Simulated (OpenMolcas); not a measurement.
## Co II: from CASSCF to CASPT2

- Program: OpenMolcas 26.06
- Basis: ANO-L-VTZP [6s5p3d2f1g]
- Scalar Hamiltonian: non-relativistic, point nucleus
- Active space: 8 electrons in 6 orbitals (3d 4s)
- State averaging: 2S+1 = 3 even, 55 roots; 2S+1 = 5 even, 10 roots kept (CI in the orbitals of an earlier block); 2S+1 = 1 even, 33 roots kept (CI in the orbitals of an earlier block)
- Spin-orbit coupling: RASSI with atomic mean-field integrals over the reference wave functions, term energies averaged over their components

Methods on the same reference wave functions:
A. CASSCF
B. SS-CASPT2, IPEA 0.25 Eh, imaginary shift 0.1 Eh (closed shells correlated: 3s 3p)
C. MS-CASPT2, IPEA 0.25 Eh, imaginary shift 0.1 Eh (closed shells correlated: 3s 3p)

Energies in cm⁻¹ above 3d⁸ ³F₄, the measured ground level; measured values from NIST Handbook of Basic Atomic Spectroscopic Data.

```tsv
Level	A	B	C	Measured
3d⁷ 4s ⁵F₅	-22758	1604	1615	3350
3d⁷ 4s ⁵F₄	-22097	2260	2270	4029
3d⁷ 4s ⁵F₃	-21574	2790	2800	4561
3d⁷ 4s ⁵F₂	-21188	3170	3180	4950
3d⁷ 4s ⁵F₁	-20934	3430	3440	5205
3d⁷ 4s ³F₄(1)	-14585	7470	7490	
3d⁷ 4s ³F₃(1)	-13693	8370	8380	
3d⁷ 4s ³F₂(1)	-13066	8980	8990	
3d⁷ 4s ⁵P₃	-3982	17110	17120	
3d⁷ 4s ⁵P₂	-3699	17350	17380	
3d⁷ 4s ⁵P₁	-3382	17690	17710	
3d⁷ 4s ³G₅	-2036	20020	20040	
3d⁷ 4s ³G₄	-1657	20390	20400	
3d⁷ 4s ³G₃	-1265	20790	20800	
3d⁸ ³F₄	0.0	0.0	0.0	0.0
3d⁸ ³F₃	1047	1047	1047	950
3d⁸ ³F₂	1784	1766	1755	1597
3d⁷ 4s ¹G₄	2250	23240	23250	
3d⁷ 4s ³P₂(1) [60 %]	3670	22620	22720	
3d⁷ 4s ³P₀(2) [53 %]	4081	22940	23240	
3d⁷ 4s ³H₆	4152	26300	26310	
3d⁷ 4s ³P₂(2) [57 %]	4392	23290	23630	
3d⁷ 4s ³H₅	4498	26630	26640	
3d⁷ 4s ³H₄	4921	27020	27030
```

A puts 3d⁷ 4s ⁵F₅ lowest.

Deviations, from unrounded energies. A percentage is the sum of absolute deviations over the sum of measured energies, with the sign that they share, or ± where signs differ.

```
                  Against measurement  Levels       A      B      C
       mean absolute deviation (cm-1)       7   19000   1300   1300
fine structure of the ground term (%)       2   +11.1  +10.4  +10.0
             other configurations (%)       5  -591.3  -40.0  -39.8
```

B, C lie about equally close to measurement and A furthest from it. The largest miss of C in the table is 3d⁷ 4s ⁵F₁, by -1800 cm-1. The ranking rests on the paired levels alone, and a cruder setting can come out closer through cancelling errors.

Between B and C the level of the table that moves most is 3d⁷ 4s ³P₂(2) [57 %], by 330 cm-1 (lowest in B, highest in C). Moves below CASPT2's spread within the term are not significant.

The two smallest mean deviations differ by little beside CASPT2's spread within terms, so their order carries little weight.

The lowest spin-free term lies below A's lowest term by 0.557 hartree in B, 0.557 hartree in C.

CASPT2 breaks the degeneracy within a term, and the mean is taken; among the terms shown or strongly mixed into the levels shown the widest spread is 2000 cm-1 (3d⁸ ³F, C). Over all roots computed the reference weight is 0.86 to 0.92 in B, 0.86 to 0.92 in C; the roots of lowest weight are the least certain, and an intruder state may touch them. Terms from blocks run as CI alone lack orbitals of their own. A single d shell beside an s shell can misplace configurations of different d count against each other. Without dynamic correlation excited terms often stand tens of per cent too high (terms of higher spin than the ground term too low), and those without a measured partner can miss by more than the paired ones (holds for A). The lowest computed level is not the ground level that NIST lists (3F4) (holds for A). The CASPT2 spread within a term exceeds the gap to the next term for 3d⁸ ³F and 3d⁷ 4s ⁵F, 3d⁷ 4s ³P(1) and 3d⁷ 4s ¹G, so the order of their levels is uncertain, and so are names and mixing where such terms share a J (holds for C). Computed and measured levels are paired by configuration, term and J; levels that our copy of the source lacks, or whose pairing is in doubt (as where it misses far off the trend of its configuration), stay unpaired and out of the deviations. Levels of configurations outside the active space are missing. Levels that lie high or do not pair safely by name in every column are left out.

A share in square brackets marks a mixed level and gives the weight of the term that names it, the lowest over the columns. A number in round brackets counts repeated terms of one configuration in the order of the reference energies.
